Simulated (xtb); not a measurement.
C5H4N (SMILES [c]1ccccn1), doublet, at a GFN2-xTB geometry; xtb with GFN1-xTB.

xtb was given this input:
```
$ xtb mol.xyz --gfn 1 --uhf 1 --json

# file mol.xyz
10

N     -0.00964627     0.06176618     1.39312429
C      0.01052145     0.05563648    -1.32151880
C      0.00843127     1.16003225     0.73652206
C     -0.01902078    -1.10785450     0.76767008
C     -0.00911288    -1.14219824    -0.61640106
C      0.01996666     1.26655828    -0.63906399
H      0.01851369     0.04961327    -2.40308632
H     -0.03428343    -2.00036717     1.37795163
H     -0.01659046    -2.08816683    -1.13625412
H      0.03516978     2.21351181    -1.15373102
```

It wrote (shortened):

```
   ID    Z sym.   atoms
    1    7 N      1
    2    6 C      2-6
    3    1 H      7-10

           -------------------------------------------------
          |                Calculation Setup                |
           -------------------------------------------------

           -------------------------------------------------
          |                 G F N 1 - x T B                 |
           -------------------------------------------------

          ...................................................
          :                      SETUP                      :
          :.................................................:
          :  # basis functions                  32          :
          :  # atomic orbitals                  32          :
          :  # shells                           20          :
          :  # electrons                        29          :
          :  # halogen bonds                     0          :
          :  max. iterations                   250          :
          :  Hamiltonian                  GFN1-xTB          :
          :  restarted?                      false          :
          :  GBSA solvation                  false          :
          :  PC potential                    false          :
          :  electronic temp.          300.0000000     K    :
          :  accuracy                    1.0000000          :
          :  -> integral cutoff          0.2500000E+02      :
          :  -> integral neglect         0.1000000E-07      :
          :  -> SCF convergence          0.1000000E-05 Eh   :
          :  -> wf. convergence          0.2000000E-04 e    :
          :  Broyden damping             0.4000000          :
          :  net charge                          0          :
          :  unpaired electrons                  1          :
          ...................................................

 iter      E             dE          RMSdq      gap      omega  full diag
   1    -16.0381673 -0.160382E+02  0.957E+00    1.90       0.0  T
   2    -16.0525875 -0.144201E-01  0.572E+00    1.73       1.0  T
   3    -16.0481463  0.444115E-02  0.748E-01    1.92       1.0  T
   4    -16.0539434 -0.579709E-02  0.213E-01    1.75       1.0  T
   5    -16.0543821 -0.438726E-03  0.186E-02    1.80       1.7  T
   6    -16.0543844 -0.229444E-05  0.224E-03    1.79      14.1  T
   7    -16.0543845 -0.607412E-07  0.713E-04    1.79      44.3  T
   8    -16.0543845 -0.170871E-08  0.240E-04    1.79     131.9  T
   9    -16.0543845 -0.299782E-09  0.742E-05    1.79     426.1  T
  10    -16.0543845 -0.460787E-11  0.110E-05    1.79    2870.3  T

   *** convergence criteria satisfied after 10 iterations ***

         :::::::::::::::::::::::::::::::::::::::::::::::::::::
         ::                     SUMMARY                     ::
         :::::::::::::::::::::::::::::::::::::::::::::::::::::
         :: total energy             -15.791889784616 Eh    ::
         :: gradient norm              0.015699407197 Eh/a0 ::
         :: HOMO-LUMO gap              1.793132193604 eV    ::
         ::.................................................::
         :: SCC energy               -16.054384478901 Eh    ::
         :: -> electrostatic           0.011600640103 Eh    ::
         :: repulsion energy           0.266297943432 Eh    ::
         :: dispersion energy         -0.003803249147 Eh    ::
         :: halogen bond corr.         0.000000000000 Eh    ::
         :: add. restraining           0.000000000000 Eh    ::
         :: total charge              -0.000000000000 e     ::
         :::::::::::::::::::::::::::::::::::::::::::::::::::::

           -------------------------------------------------
          |                Property Printout                |
           -------------------------------------------------

    * Orbital Energies and Occupations

         #    Occupation            Energy/Eh            Energy/eV
      -------------------------------------------------------------
[...]
         7        2.0000           -0.5514571             -15.0059
         8        2.0000           -0.5434807             -14.7889
         9        2.0000           -0.5289903             -14.3946
        10        2.0000           -0.5178672             -14.0919
        11        2.0000           -0.5047071             -13.7338
        12        2.0000           -0.4607435             -12.5375
        13        2.0000           -0.4428338             -12.0501
        14        2.0000           -0.4339252             -11.8077
        15        1.0000           -0.3452855              -9.3957 (HOMO)
        16                         -0.2793891              -7.6026 (LUMO)
        17                         -0.2592481              -7.0545
        18                         -0.1405883              -3.8256
        19                         -0.1103943              -3.0040
        20                         -0.1075934              -2.9278
        21                         -0.0951723              -2.5898
        22                         -0.0802332              -2.1833
        23                          0.2150883               5.8529
        24                          0.2209040               6.0111
        25                          0.2363603               6.4317
        26                          0.2915511               7.9335
       ...                                ...                  ...
        32                          0.6786479              18.4669
      -------------------------------------------------------------
                  HL-Gap            0.0658964 Eh            1.7931 eV
             Fermi-level           -0.3509713 Eh           -9.5504 eV

  Mulliken/CM5 charges         n(s)   n(p)   n(d)
     1N    -0.27218 -0.46610   1.515  3.757  0.000
     2C     0.00110 -0.05215   1.065  2.934  0.000
     3C     0.07167  0.15468   1.150  2.779  0.000
     4C     0.14872  0.17353   1.027  2.824  0.000
     5C    -0.05616 -0.10588   1.059  2.997  0.000
     6C    -0.02851 -0.07552   1.064  2.964  0.000
     7H     0.03641  0.09275   0.964  0.000  0.000
     8H     0.02836  0.09450   0.972  0.000  0.000
     9H     0.03898  0.09586   0.961  0.000  0.000
    10H     0.03161  0.08833   0.968  0.000  0.000

Wiberg/Mayer (AO) data.
largest (>0.10) Wiberg bond orders for each atom

 ---------------------------------------------------------------------------
     #   Z sym  total        # sym  WBO       # sym  WBO       # sym  WBO
 ---------------------------------------------------------------------------
     1   7 N    3.201 --     3 C    1.689     4 C    1.332     2 C    0.116
     2   6 C    3.993 --     6 C    1.436     5 C    1.425     7 H    0.966
                             1 N    0.116
     3   6 C    3.364 --     1 N    1.689     6 C    1.425     5 C    0.115
     4   6 C    3.959 --     5 C    1.457     1 N    1.332     8 H    0.973
                             6 C    0.129
     5   6 C    3.995 --     4 C    1.457     2 C    1.425     9 H    0.969
                             3 C    0.115
     6   6 C    3.990 --     2 C    1.436     3 C    1.425    10 H    0.973
                             4 C    0.129
     7   1 H    1.003 --     2 C    0.966
     8   1 H    1.013 --     4 C    0.973
     9   1 H    1.002 --     5 C    0.969
    10   1 H    1.013 --     6 C    0.973
 ---------------------------------------------------------------------------

Topologies differ in total number of bonds
Writing topology from bond orders to xtbtopo.mol

 dipole moment from electron density (au)
     X       Y       Z
   0.0011  -0.4768  -0.9191  total (Debye):    2.632

           -------------------------------------------------
          | TOTAL ENERGY              -15.791889784616 Eh   |
          | GRADIENT NORM               0.015699407197 Eh/α |
          | HOMO-LUMO GAP               1.793132193604 eV   |
           -------------------------------------------------

normal termination of xtb
```
